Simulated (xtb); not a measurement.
Input file for xtb: GFN2-xTB on CH7ISi (a complex), monomers drawn apart or pushed together.

```
$ xtb mol.xyz --gfn 2 --sp --chrg 0 --uhf 0
10

I     -0.54800288     1.27885211    -0.48810470
H     -0.81436029    -0.01915501     0.43963663
C     -0.03432593     0.74893982     4.59131494
Si     0.34355032    -1.01151170     4.07478402
H     -1.02649381     0.81849739     5.04079088
H     -0.00264144     1.41987296     3.73141529
H      0.69466448     1.10079658     5.32363685
H      0.29578763    -1.93239577     5.23597182
H      1.68236383    -1.10670381     3.44576147
H     -0.65625864    -1.48514459     3.08014160
```

**Question.** What total energy does the run end on?

**Answer.** -11.2452 hartree.
